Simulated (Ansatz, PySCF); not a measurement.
iodine monochloride anion (ClI), SMILES ClI (connectivity only; charge and spin as stated), charge -1, multiplicity 2. Atoms are numbered in the order given.

```xyz
2

Cl     0.0000     0.0000    -2.1983
I      0.0000     0.0000     0.6872
```
Charge -1, spin multiplicity 2.

Geometry: PBE0-D3(BJ)/def2-TZVPD. The multiplicity is an assumed one; other spin states were not compared. The def2 effective core potentials stand for the cores of I; spin–orbit coupling is left out.

Two levels are set side by side: PBE-D3(BJ)/def2-TZVPD (Ansatz, an electronic-structure program) and PBE0-D3(BJ)/def2-TZVPD (Ansatz). Each level has its own optimised geometry; the coordinates shown are those of the second. Frequencies come from the Hessian of PySCF at each geometry. Differences are taken from unrounded values.

```json
[
 {"quantity": "bond Cl1–I2 (Å)", "PBE0-D3(BJ)": "2.886"},
 {"quantity": "highest harmonic wavenumber (cm⁻¹)", "PBE0-D3(BJ)": "171"},
 {"quantity": "mean harmonic wavenumber (cm⁻¹)", "PBE0-D3(BJ)": "171"},
 {"quantity": "zero-point energy (kcal/mol)", "PBE0-D3(BJ)": "0.24"}
]
```

**Question.** What does PBE-D3(BJ) give, and how far is it from PBE0-D3(BJ)? (The exact figures need the calculation; the answer reports its results.)

**Answer.** 
```
quantity                            PBE-D3(BJ)  PBE-D3(BJ) minus PBE0-D3(BJ)
----------------------------------  ----------  ----------------------------
bond Cl1–I2 (Å)                          2.938                         0.053
highest harmonic wavenumber (cm⁻¹)         152                           -19
mean harmonic wavenumber (cm⁻¹)            152                           -19
zero-point energy (kcal/mol)              0.22                         -0.03
```
